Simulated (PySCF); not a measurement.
Electric field gradients and quadrupole coupling constants

Species: C6H3ClF4O.
Structure used (GFN2-xTB), in Å, numbered top down from 1:
```
atom  x, y, z in Å
C1    -3.1674   -0.2302    0.2153
O2    -2.0125   -0.5855   -0.5399
C3    -0.9209    0.1680   -0.3318
F4    -1.1481    1.5109   -0.3031
C5     0.2930   -0.2908   -0.1434
C6     1.2975   -1.3462   -0.1081
Cl7    1.5820   -2.9689   -0.1439
C8     1.7597   -0.1039   -0.0482
C9     2.8860    0.8404    0.0290
F10    4.0407    0.2082    0.2869
F11    2.7206    1.7560    0.9929
F12    3.0652    1.5162   -1.1170
H13   -3.9508   -0.9085   -0.1135
H14   -2.9851   -0.3596    1.2857
H15   -3.4643    0.8021    0.0170
```

Field gradients from the PBE0/pcSseg-1 density (PySCF, non-relativistic), principal values in atomic units, ordered |Vxx| ≤ |Vyy| ≤ |Vzz|:

```json
{"atom": "O2", "Vxx": "-0.1313", "Vyy": "-1.8524", "Vzz": "1.9838"}
{"atom": "Cl7", "Vxx": "-1.5944", "Vyy": "-2.4720", "Vzz": "4.0664"}
```

**Question.** Find the asymmetry η = (Vxx − Vyy)/Vzz and the couplings χ = eQV/h (234.96 MHz × Q in barn × V in au), with Q(17O) = −0.0256 b, Q(35Cl) = −0.0817 b.

**Answer.** 
```csv
atom,environment,nucleus,η,χzz (MHz),χxx (MHz),χyy (MHz)
O2,ether oxygen,17O,0.87,-11.93,0.79,11.14
Cl7,vinyl chlorine,35Cl,0.22,-78.06,30.61,47.45
```

**Question.** What is Vzz at O2 in SI units (1 au = 9.71736 × 10²¹ V/m²)?

**Answer.** 1.9838 au = 19.277 × 10²¹ V/m².

**Question.** And the gradient at the other heavy atoms, for which no coupling is worked out here?

**Answer.** 
```tsv
atom	environment	Vzz (au)	η
C1	methoxy carbon	0.476	0.05
C3	vinylic C–F carbon	0.459	0.54
F4	vinyl fluorine	2.963	0.02
C5	fully substituted alkene carbon	0.062	0.85
C6	vinylic C–Cl carbon	-0.435	0.04
C8	fully substituted alkene carbon	-0.213	0.16
C9	CF3 carbon	-0.325	0.06
F10	fluorine of a CF3 group	2.966	0.03
F11	fluorine of a CF3 group	2.965	0.03
F12	fluorine of a CF3 group	2.964	0.03
```

Were the hydrogens deuterons (Q(2H) = 0.00286 b), χzz would run from 197 kHz (H15 and H14) to 206 kHz (H13).

Geometry: GFN2-xTB, one conformer, isolated molecule. GFN2-xTB bond lengths can be off by several hundredths of an ångström, more for odd bonds, and the gradients follow them. The basis is small and wasn't made for field gradients, so the couplings can be 20 % off.
